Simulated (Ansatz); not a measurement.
Isolated molecules relaxed with PBE0-D4/def2-TZVP in Ansatz; ΔE leaves out vibrations. CBS: MP2 limit from def2 TZ/QZ plus the TZ coupled-cluster correction, frozen cores. This one scheme is used for every species. Functionals use def2-TZVPP. For Ge outer-core shells are correlated without core-valence functions, which leaves a few kJ/mol of doubt a bond. Scalar relativity is left out up to krypton.

Consider the substitution at a C–N bond: `C=NC#CC` + `[SH][GeH3]` → `CC#C[S][GeH3]` + `C=N`.

`C=NC#CC`:

Cartesian coordinates in Å:
```
C -0.203 -1.730 1.958
N -0.473 -0.513 1.718
C -0.206 0.040 0.535
C -0.012 0.645 -0.491
C 0.224 1.368 -1.724
H 0.259 -2.398 1.226
H -0.443 -2.127 2.941
H 0.675 0.732 -2.490
H -0.713 1.766 -2.123
H 0.892 2.216 -1.552
```

`[SH][GeH3]`:

```xyz
6

S    -1.567    0.432   -0.566
Ge    0.331   -0.295    0.337
H    -0.964    1.273   -1.422
H     1.098    0.869    0.982
H     1.208   -0.970   -0.729
H    -0.105   -1.310    1.400
```

`CC#C[S][GeH3]`:

```xyz
11

C    -1.060   -1.086   -2.061
C    -0.335   -0.125   -1.255
C     0.269    0.677   -0.586
S     1.120    1.829    0.294
Ge    0.962    0.833    2.293
H    -0.428   -1.495   -2.854
H    -1.405   -1.921   -1.446
H    -1.938   -0.630   -2.527
H    -0.520    0.701    2.663
H     1.631   -0.545    2.213
H     1.703    1.761    3.267
```

`C=N`:

Cartesian coordinates in Å:
```
C -0.123 -0.180 0.324
N 0.478 0.748 -0.283
H -0.634 -1.019 -0.162
H -0.148 -0.165 1.415
H 0.427 0.616 -1.294
```

CCSD(T)/CBS gives -3.2 kcal/mol.

Question: Another level gave -0.1 kcal/mol. Which?
A. CCSD/def2-TZVPP
B. HF/def2-TZVPP
C. SCS-MP2/def2-TZVPP
D. PBE0/def2-TZVPP

Answer: D. PBE0 -0.1, CCSD/def2-TZVPP -2.8, SCS-MP2/def2-TZVPP -3.8, HF/def2-TZVPP -1.2 kcal/mol.

Largest T1 diagnostic among the species: 0.013.

The D4 term adds −1.1 kcal/mol with B3LYP and −0.6 kcal/mol with PBE0; it sums over pairs of atoms, weighted by their polarisabilities, and B3LYP, whose exchange is more repulsive, gets the larger term. In def2-TZVPP, CCSD(T) changes the Hartree–Fock value by −1.7 kcal/mol (the triples alone add −0.1 kcal/mol) and MP2 by −2.7 kcal/mol.

B3LYP here is the variant with VWN-RPA as its local correlation; programs differ in this.
